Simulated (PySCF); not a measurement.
**Shapes and spin states of IrI2**

These are results of B3LYP in PySCF with Ir def2-SVP with ECP60, I def2-SVP with ECP28; scalar-relativistic core potentials, no spin–orbit coupling; density-fitted integrals, not measurements.

Relaxations began from a few typed shapes and spin states; open shells are unrestricted. The search is not exhaustive: other isomers or separated fragments can lie lower, and high-lying points may rest on an excited occupation.

(1) Which is the lowest minimum found?
A. broken-symmetry Ms = 1/2 (⟨S²⟩ 1.75) D∞h: Ir–I 2.544 Å (×2); I–Ir–I 180.0°
B. broken-symmetry Ms = 1/2 (⟨S²⟩ 1.72) D∞h: Ir–I 2.543 Å (×2); I–Ir–I 180.0°
C. quartet D∞h: Ir–I 2.550 Å (×2); I–Ir–I 180.0°

## Answers

(1) C. The others lie at 45.9 (broken-symmetry Ms = 1/2 D∞h), 46.2 (broken-symmetry Ms = 1/2 D∞h) kJ/mol above it.

Formally Ir is in oxidation state +2, d7, with 3 unpaired electrons (the high-spin count). The Mulliken spin on Ir is 2.23. The polar-tensor charge on Ir, 0.73, is far below the formal one.

For the lowest minimum: other spin states or occupations of the open shell can lie lower. With an element this heavy the missing spin–orbit coupling can shift these numbers.

The electron or spin density has lower symmetry than the nuclear frame for the broken-symmetry Ms = 1/2 (⟨S²⟩ 1.75) D∞h at 45.9 kJ/mol, broken-symmetry Ms = 1/2 (⟨S²⟩ 1.72) D∞h at 46.2 kJ/mol.
